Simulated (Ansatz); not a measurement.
Isolated molecules relaxed with PBE0-D4/def2-TZVP in Ansatz; ΔE leaves out vibrations. CCSD(T)/CBS is the MP2 limit (def2-TZVPP, def2-QZVPP) plus CCSD(T) − MP2 in def2-TZVPP, frozen cores. This one scheme is used for every species. Functionals use def2-TZVPP. HSE06 is defined as in plane-wave codes. One conformer a species, not always the lowest.

Reaction (cleavage of the B–Si bond): `OB[Si](F)(F)Cl` + `OBF` → `OBOBF` + `F[SiH](F)Cl`

`OB[Si](F)(F)Cl`:

Z-matrix (Å, degrees):
```
Si
B 1 2.018
F 1 1.584 2 114.2
F 1 1.587 2 111.2 3 120.2
Cl 1 2.040 2 110.0 3 -120.9
O 2 1.344 1 118.0 3 13.2
H 2 1.201 1 120.9 3 -168.4
H 6 0.962 2 114.2 1 178.2
```

`OBF`:

```xyz
5

O    -0.042    0.943   -0.342
B     0.104   -0.377   -0.132
F    -0.194   -0.906    1.053
H    -0.369    1.419    0.429
H     0.501   -1.081   -1.008
```

`OBOBF`:

```xyz
8

O    -1.564   -0.346   -0.317
B    -0.360   -0.921   -0.096
O     0.620   -0.175    0.493
B     1.073    1.088    0.401
F     0.895    1.779   -0.717
H    -2.201   -0.946   -0.707
H    -0.139   -2.068   -0.359
H     1.676    1.588    1.301
```

`F[SiH](F)Cl`:

```xyz
5

F     0.121   -0.726   -1.410
Si    0.031   -0.089    0.029
F    -1.337   -0.545    0.668
Cl    0.039    1.922   -0.141
H     1.146   -0.562    0.853
```

```json
{"level": "revPBE-D4", "ΔE (kcal/mol)": "-27.2", "difference from CCSD(T)/CBS": "4.9"}
{"level": "PBE0-D4", "ΔE (kcal/mol)": "-29.6", "difference from CCSD(T)/CBS": "2.5"}
{"level": "r2SCAN0-D4", "ΔE (kcal/mol)": "-32.9", "difference from CCSD(T)/CBS": "-0.8"}
{"level": "PBE", "ΔE (kcal/mol)": "-28.2", "difference from CCSD(T)/CBS": "3.9"}
{"level": "revPBE", "ΔE (kcal/mol)": "-27.6", "difference from CCSD(T)/CBS": "4.5"}
{"level": "PBE0", "ΔE (kcal/mol)": "-30.1", "difference from CCSD(T)/CBS": "2.0"}
{"level": "r2SCANh", "ΔE (kcal/mol)": "-32.5", "difference from CCSD(T)/CBS": "-0.4"}
{"level": "r2SCAN0", "ΔE (kcal/mol)": "-33.1", "difference from CCSD(T)/CBS": "-1.0"}
{"level": "HSE06", "ΔE (kcal/mol)": "-30.1", "difference from CCSD(T)/CBS": "2.0"}
{"level": "BHLYP", "ΔE (kcal/mol)": "-34.7", "difference from CCSD(T)/CBS": "-2.6"}
{"level": "CAM-B3LYP", "ΔE (kcal/mol)": "-33.4", "difference from CCSD(T)/CBS": "-1.3"}
{"level": "MP2/def2-SVP", "ΔE (kcal/mol)": "-34.8", "difference from CCSD(T)/CBS": "-2.7"}
{"level": "CCSD(T)/def2-SVP", "ΔE (kcal/mol)": "-33.5", "difference from CCSD(T)/CBS": "-1.4"}
{"level": "CCSD/def2-TZVPP", "ΔE (kcal/mol)": "-32.6", "difference from CCSD(T)/CBS": "-0.5"}
{"level": "CCSD(T)/def2-TZVPP", "ΔE (kcal/mol)": "-31.9", "difference from CCSD(T)/CBS": "0.2"}
{"level": "MP2/CBS(def2)", "ΔE (kcal/mol)": "-33.3", "difference from CCSD(T)/CBS": "-1.2"}
{"level": "CCSD(T)/CBS", "ΔE (kcal/mol)": "-32.1", "difference from CCSD(T)/CBS": "0"}
```

Largest T1 diagnostic among the species: 0.014.

At CCSD(T), def2-SVP lies −1.4 kcal/mol from the extrapolated value and def2-TZVPP +0.2 kcal/mol. From PBE to PBE0 (25 % exact exchange), in def2-TZVPP and without D4, ΔE moves by −1.9 kcal/mol.
